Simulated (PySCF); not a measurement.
Species: C6H10OS.
Atom-mapped SMILES: `[CH2:1]=[CH:2]/[C:3]([CH3:4])=[CH:5]/[S@@:6]([CH3:7])=[O:8]` (hydrogens: H9, H10 on C1; H11 on C2; H12, H13, H14 on C4; H15 on C5; H16, H17, H18 on C7)

Jobs on this species (18 atoms, 70 electrons) with PySCF (density fitting). Hardware of each: one thread, AMD EPYC 7R13 (x86_64), shared host. Other jobs ran on the host; a repeat could differ by tens of per cent or more. Peak memory is the resident size of the whole Python process, interpreter and libraries included.

```csv
level and settings,work,basis functions,SCF cycles,wall time,peak memory
PBE0/pcSseg-1,"shieldings, charges and field gradients",193,?,?,?
"PBE0/STO-3G, start guess sap, level shift 0.1 Eh","spin–spin couplings from 16 perturbed nuclei, spin–dipole term left out",54,28,10 s,0.60 GiB
"mPW1PW91/STO-3G, energy threshold 1e-08 Eh","25 singlets by full TDDFT, polarisability",54,12,8.2 s,0.48 GiB
PBE0/def2-SVPD,"6 singlets by full TDDFT, 2 Tamm–Dancoff triplets, polarisability",250,16,43 s,1.0 GiB
```

Problem. Fill in the missing figures.

Solution. 
- PBE0/pcSseg-1; shieldings, charges and field gradients: 27 s, 0.86 GiB, 15 SCF cycles

Problem. What do all jobs in the table cost together?

Solution. About 88 s; the longest takes about 49 % of that, and about 5.2 times as long as the shortest.
